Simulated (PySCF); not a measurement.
C2H9FSi3, SMILES C1[SiH2]C[SiH2][Si@H]1F. Geometry optimised at B3LYP-D3(BJ)/def2-SVP. The structure was generated by enumeration; whether it is a known compound was not checked. Other conformers were not sampled.

Computed equilibrium geometry at B3LYP-D3(BJ)/def2-SVP (PySCF confirms it by a frequency run) as bond lengths and angles (one conformer of several):
Atoms: F1 Si2 C3 Si4 C5 Si6 H7 H8 H9 H10 H11 H12 H13 H14 H15. Bonded distances (Å): F1–Si2 1.640, Si2–C3 1.887, Si2–Si6 2.365, Si2–H7 1.491, C3–Si4 1.898, C3–H8 1.106, C3–H9 1.103, Si4–C5 1.898, Si4–H10 1.493, Si4–H11 1.493, C5–Si6 1.908, C5–H12 1.105, C5–H13 1.102, Si6–H14 1.493, Si6–H15 1.494. Angles (°): F1–Si2–C3 108.7, F1–Si2–Si6 109.7, F1–Si2–H7 106.7, C3–Si2–Si6 100.3, C3–Si2–H7 112.8, Si6–Si2–H7 118.3, Si2–C3–Si4 108.7, Si2–C3–H8 107.9, Si2–C3–H9 111.5, Si4–C3–H8 108.3, Si4–C3–H9 113.0, H8–C3–H9 107.3, C3–Si4–C5 104.7, C3–Si4–H10 112.3, C3–Si4–H11 109.4, C5–Si4–H10 112.2, C5–Si4–H11 109.6, H10–Si4–H11 108.6, Si4–C5–Si6 109.2, Si4–C5–H12 108.0, Si4–C5–H13 112.3, Si6–C5–H12 108.1, Si6–C5–H13 112.0, H12–C5–H13 107.1, Si2–Si6–C5 99.2, Si2–Si6–H14 110.3, Si2–Si6–H15 115.3, C5–Si6–H14 110.9, C5–Si6–H15 112.1, H14–Si6–H15 108.8.
